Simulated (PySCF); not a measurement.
## Spectroscopy problems

PySCF 2.14.0 with density-fitted response routines calculation with GFN2-xTB structure and σ from GIAO-PBE0/pcSseg-1; a single conformation, non-relativistic Hamiltonian, gas phase, one averaged value for each set of equivalent atoms.

Referencing at the same level of theory: 1H and 13C against TMS. Splittings of carbon signals by F and P are missing where no couplings were computed. Where no couplings were computed, multiplicities follow the n + 1 count of equivalent neighbours, and m marks all less simple cases (inequivalent or close neighbours, rings, F or P nearby). Shifts are as computed. Against solution values, carbons near 30 ppm lie about +3 ppm off and those near 130 ppm about +5 ppm. Of 1211 compounds with measured shifts, 218 miss one by over three times the rms of a fit or turn the order of signals round; such compounds aren't used in these exercises. OH and NH positions are gas-phase values without hydrogen bonding to other molecules.

(1) C₆H₁₀NPSi. 1H NMR (400 MHz, computed): δ 7.27 (m, 1H), 6.94 (m, 1H), 6.66 (m, 1H), 5.85 (m, 1H), 5.44 (m, 1H), 4.33 (s, 3H), 1.12 (br s, 2H). 13C{1H} NMR (computed): δ 167.9, 161.0, 148.9, 143.1, 141.2, 124.0. Give a structure.

(2) C₅H₅N₃O. 1H NMR (300 MHz, computed): δ 10.56 (s, 1H), 9.73 (s, 1H), 3.26 (s, 3H). 13C{1H} NMR (computed): δ 205.3 (CH), 171.7 (C), 144.3 (CH), 142.8 (C), 25.9 (CH3). What is it?

Results:

(1) SMILES C=Cc1cc([SiH3])cp1N. 6 carbon signals for 6 carbons: no two carbons are equivalent. Carbon types of the structure: 2 × C, 3 × CH, 1 × CH2, leaving 5 H on heteroatoms. δC 167.9, 148.9: unsaturated ring carbon. δC 161.0, 143.1: unsaturated ring CH. δC 141.2: alkene CH; as expected for a trigonal carbon in a double bond. δC 124.0: terminal =CH2 carbon; an sp2 carbon of a C=C bond.

The shifts were computed for this structure.

(2) `Cc1nncc(C=O)n1`. Rings plus π bonds: 5 (1 ring in the answer). 5 carbon signals for 5 carbons: no two carbons are equivalent. Carbon types of the structure: 2 × C, 2 × CH, 1 × CH3, which accounts for all hydrogens. δC 205.3: aldehyde carbonyl carbon; the double bond to the heteroatom, with no lone-pair donor beside it, deshields it most. δC 144.3: aromatic CH next to a ring nitrogen; the adjacent pyridine-type nitrogen withdraws density from it. δH 10.56: hydrogen on an aldehyde carbonyl carbon; deshielded by the polar, anisotropic C=O bond. δH 9.73: hydrogen on an aromatic CH next to a ring nitrogen; ring current plus the neighbouring ring nitrogen.

The data come from this structure; uniqueness wasn't tested.
